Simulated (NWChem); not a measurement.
System: TaNH2OCl2; SMILES [NH2][Ta](=[O])([Cl])[Cl]

```xyz
7

Ta    -0.1798     0.0531     0.0000
O     -1.0811     1.5026     0.0000
Cl     1.0814    -0.0969    -1.9425
Cl     1.0814    -0.0969     1.9425
N     -1.5747    -1.3087     0.0000
H     -2.5753    -1.1258     0.0000
H     -1.3963    -2.3121     0.0000
```
Atoms are numbered in this order, from 1.

Results from NWChem. Medium grid unless said otherwise, to which SCAN and Minnesota functionals are sensitive. Geometry: optimised at PBE0/def2-SVP. Not confirmed as a minimum by frequencies. def2 effective core potentials on Ta; no spin-orbit coupling. Hybrids' shares of exact exchange are those that their runs print; pure functionals count as 0. The functionals differ in more than this share.

```csv
row,share of exact exchange,orbital gap (eV)
PBE/def2-SVP,0.00,4.74
"LDA (Slater exchange, PW92)/def2-SVP",0.00,4.72
B3LYP/def2-SVP,0.20,6.45
PBE0/def2-SVP,0.25,withheld
MN15/def2-SVP,0.44,8.15
M05-2X/def2-SVP,0.56,9.35
```

Fit a straight line of the last column on the one before it, predict the withheld value, and compare with the run.


1. Means of the 5 shown rows: x = 0.240, y = 6.682. Slope Σ(x − x̄)(y − ȳ)/Σ(x − x̄)² = 2.094/0.2592 = 8.077; intercept 4.744.
2. The shown rows scatter about the line by 0.087 (root mean square); the largest residual is -0.15, at MN15/def2-SVP.
3. At x = 0.25 (PBE0/def2-SVP; inside the shown range) the line gives 6.76.
4. The run gives 6.92, +0.16 from the line, 1.8 times the scatter.
